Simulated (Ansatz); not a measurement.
Er(NH)(OH) in a box, plane waves

Ansatz 0.2.0, DFT PBE, scalar-relativistic, plane waves, PAW, molecule in a box. The geometry was relaxed with Gaussian bases (r2SCAN; Er lcecp-1-SVP with ECP57, N def2-SVP, H def2-SVP, O def2-SVP).

```yaml
crystal:
  lattice:
    - [13.49, 0.0, 0.0]
    - [0.0, 9.22, 0.0]
    - [0.0, 0.0, 10.89]
  atoms:
    - { symbol: Er, position: [0.50291475, 0.48806941, 0.41322314], spin: 3.0 }
    - { symbol: "N", position: [0.61981394, 0.49455748, 0.51290817] }
    - { symbol: H, position: [0.66622906, 0.5017538, 0.58663912] }
    - { symbol: O, position: [0.3701742, 0.50215184, 0.50115335] }
    - { symbol: H, position: [0.33358043, 0.51171692, 0.5764371] }
basis:
  ecutwfc: 420
  ecutrho_ratio: 4
kpoints:
  mp_grid: { grid: [1, 1, 1] }
hamiltonian:
  xc: pbe
scf:
  occupations: { method: gaussian, width: 0.01 }
output:
  forces: true
  eigenvalues: true
  populations: true
  hubbard: { sites: [{ species: Er, l: f }] }
magnetization:
  spin_polarized: true
```

Command:
```sh
ansatz run input.yaml --threads 2 --pin off --max-ram 5120MiB --backend cpu --events-out ev --progress --plain --runs-dir out
```
It took 43 s on 2 threads of Arm Neoverse V1, on a shared host, peak memory 1 GiB.

How does the SCF go?


```
SCF iter   1: F=—  HF=-13078.005804 eV  |F-HF|=—  |Δ(HF+E_count)|=         —  Δρ=2.19e-2 (↑2.02e-2 ↓2.19e-2)
Mixer restart at iter 1: flushing history
preconditioner: auto → Resta (q_TF=auto, 1.483 Å⁻¹)  ε∞=1.3  [insulator: Δε(μ)=0.216 eV  Ē_g=8.231 eV  σ=0.010 eV  W_gap=1.00  n_s
spin=Collinear: Resta preconditioning applied to the charge; magnetization (m = ρ↑ − ρ↓) channel mixes plain (no charge-response k
SCF iter   2: F=—  HF=-13070.374505 eV  |F-HF|=—  |Δ(HF+E_count)|=    7.63e0  Δρ=7.97e-3 (↑6.92e-3 ↓7.97e-3)
...
SCF iter  21: F=—  HF=-13069.694502 eV  |F-HF|=—  |Δ(HF+E_count)|=   4.49e-7  Δρ=2.38e-6 (↑9.83e-7 ↓2.38e-6)
SCF iter  22: F=—  HF=-13069.694502 eV  |F-HF|=—  |Δ(HF+E_count)|=   2.25e-7  Δρ=1.91e-6 (↑1.10e-6 ↓1.91e-6)
SCF iter  23: F=—  HF=-13069.694502 eV  |F-HF|=—  |Δ(HF+E_count)|=   1.03e-7  Δρ=2.26e-6 (↑1.31e-6 ↓2.26e-6)
SCF iter  24: F=—  HF=-13069.694502 eV  |F-HF|=—  |Δ(HF+E_count)|=   3.50e-8  Δρ=3.95e-7 (↑2.83e-7 ↓3.95e-7)
SCF iter  25: F=-13069.694502 eV  HF=-13069.694502 eV  |F-HF|=1.01e-7  |Δ(HF+E_count)|=   1.47e-8  Δρ=2.31e-6 (↑1.49e-7 ↓2.31e-6)
```

Which levels lie next to the highest filled one (eV, counted from it)?

Filled: -1.54, -1.44, -0.51, -0.47, -0.43, -0.32, -0.30, -0.24, -0.03, 0.00. Empty: 0.79, 0.97, 1.02, 1.61, 1.75, 3.38, 3.43, 3.53.

How is the f shell of Er1 filled?

Natural occupations, full = 1; up: 1.00, 1.00, 1.00, 1.00, 1.00, 1.00, 1.00; down: 0.03, 0.19, 0.24, 0.99, 1.00, 1.00, 1.00; in all 11.43 e.

What forces are left at this geometry, relaxed with Gaussian bases (eV/Å)?


```
Er  -0.17 -0.05 -0.43
N    0.16  0.03  0.23
H    0.14  0.00  0.08
O   -0.06  0.00 -0.02
H   -0.08  0.01  0.14
```

The open shells may stand above their lowest state.

The highest of the empty levels listed lie near the vacuum level and may be states of the box.

The forces come from the other functional as well as from the basis.

No frequency check is given that shows the relaxed geometry to be a minimum. An lcecp potential fixes the number of 4f electrons, so in runs with it no electron can move into or out of that shell.
